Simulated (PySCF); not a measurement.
# Energy of Re²⁺ (rhenium, charge +2) between two integer charges

The 5d alpha orbital of [Xe] 4f14 5d5 is emptied in steps (occupation f), with all orbitals relaxed, ending at [Xe] 4f14 5d4. Calculation: PySCF 2.14, in def2-TZVPPD with the def2 core potential (60 electrons) (6s5p3d2f1g, 59 functions); scalar relativity through the core potential. The exact energy is a straight line in f; departures are measured from the line between the end points of the same method.

```csv
f,PBE0 (eV),r2SCAN (eV),LC-wPBE (eV)
1,0.000,0.000,0.000
0.9,-0.366,-0.480,-0.105
0.7,-0.855,-1.122,-0.246
0.5,-1.020,-1.337,-0.294
0.3,-0.859,-1.124,-0.247
0.1,-0.368,-0.482,-0.106
0,0.000,0.000,0.000
```

Task: For LC-wPBE, how does the orbital energy at f = 1 compare with the removal energy?

Result: −ε = 26.926 eV against a total-energy difference of 28.090 eV. By Janak's theorem ε = ∂E/∂f, so the gap between them reflects the curvature. Along the path −ε is 27.153 (f = 0.9), 27.616 (f = 0.7), 28.087 (f = 0.5), 28.560 (f = 0.3), 29.031 (f = 0.1) eV.

```json
{"method": "PBE0", "E(f=0) − E(f=1) (eV)": "28.266", "−ε at f=1 (eV)": "24.211", "−ε at f=0.5 (eV)": "28.256"}
{"method": "r2SCAN", "E(f=0) − E(f=1) (eV)": "28.304", "−ε at f=1 (eV)": "22.976", "−ε at f=0.5 (eV)": "28.297"}
{"method": "LC-wPBE", "E(f=0) − E(f=1) (eV)": "28.090", "−ε at f=1 (eV)": "26.926", "−ε at f=0.5 (eV)": "28.087"}
```

Reference removal energy between the ground levels: 27 ± 1.6 eV (theoretical estimate listed by NIST; NIST Atomic Spectra Database, ionization energies). The calculation has no spin-orbit coupling. The determinant left behind need not be the lowest term of the ion.
